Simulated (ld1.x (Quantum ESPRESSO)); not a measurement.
**tin (Sn): variants of one PAW potential**

Base potential:

- Element: tin (Sn)
- Generator: ld1.x (Quantum ESPRESSO) 7.5
- Type: PAW
- Functional: PBE
- Relativity: fully relativistic
- Frozen core: [Kr]
- Valence charge: 14
- Reference configuration: 4d10 5s2 5p2
- Partial waves: 5s (bound): rcut 1.75, rcutus 2.20 bohr; 5s channel at 2.1 Ry: rcut 1.75, rcutus 2.20 bohr; 5p (bound): rcut 2.50, rcutus 2.95 bohr; 5p channel at 0.4 Ry: rcut 2.50, rcutus 2.95 bohr; 4d (bound): rcut 1.50, rcutus 1.75 bohr; 4d channel at -0.95 Ry: rcut 1.50, rcutus 1.75 bohr
- Local potential: all-electron potential smoothed inside 2.95 bohr (lloc = -1)
- Core correction: Bessel-smoothed model core inside 1.25 bohr
- Augmentation charge: BESSEL, radius 1.15 bohr

Open shells are filled in proportion to 2j + 1 (rel_dist='average').

All-electron outer shells of the reference configuration (PBE, scalar-relativistic, ld1.x):

| shell | level (eV) | outermost node (bohr) | outermost maximum (bohr) |
| --- | --- | --- | --- |
| 4s | -133.93 | 0.40 | 0.74 |
| 4p | -89.70 | 0.41 | 0.79 |
| 4d | -25.84 | 0.39 | 0.88 |
| 5s | -10.55 | 0.98 | 2.01 |
| 5p | -3.69 | 1.09 | 2.55 |

Cutoffs, loose and tight: the cutoffs (Ry, on a coarse ladder) from which the occupation-weighted sum of valence levels, in a spherical-Bessel basis at the reference potential, stays within 10 and 1 mRy of its value at 400 Ry. They do not see the model core or the augmentation charge, which bear on the density cutoff. Test errors are all-electron minus pseudo excitation energies from the reference, over the configurations 4d10 5s2 5p1; 4d10 5s2 5p0; 4d10 5s1 5p0; 4d9 5s2 5p3; 4d10 5s0 5p0; 4d10 5s1 5p2; 4d10 5s2 5p1.5. A dash means not determined; rows that change the core or the reference have their own tests.

Cutoffs are not given where the Bessel-basis levels miss the radial ones by over 6 mRy, ghosts where they miss by over 20 mRy; a channel whose overlap is not positive is not tested.

| change | outcome | cutoff, loose | cutoff, tight | bound ghosts | largest test error (meV) |
| --- | --- | --- | --- | --- | --- |
| base | generated | – | – | not determined | -30 |
| type ultrasoft; local potential all-electron potential smoothed inside 2.10 bohr (lloc = -1); augmentation built from norm-conserving waves at rcut, not smoothed further | generated | 40 Ry | 60 Ry | none | -156 |
| functional PBEsol | generated | – | – | not determined | -26 |
| core correction Bessel-smoothed model core inside 0.82 bohr | generated | – | – | not determined | -30 |
| waves 5p (bound): rcut 2.50, rcutus 3.02 bohr; 5p channel at 0.4 Ry: rcut 2.50, rcutus 3.02 bohr | generated | – | – | not determined | -21 |
| local potential all-electron potential smoothed inside 1.58 bohr (lloc = -1) | generated | – | – | not determined | +153 |
| all radii but the core radius scaled by about 1.37 (s 3.02, p 4.04, d 2.40 bohr, rcut 2.40/3.44/2.06); local potential all-electron potential smoothed inside 4.04 bohr (lloc = -1); augmentation BESSEL, radius 1.58 bohr | generated | – | – | not determined | test run stopped at test 1 of 7 (negative rho) |
| local potential all-electron potential smoothed inside 1.70 bohr (lloc = -2) | generated | – | – | not determined | +60 |
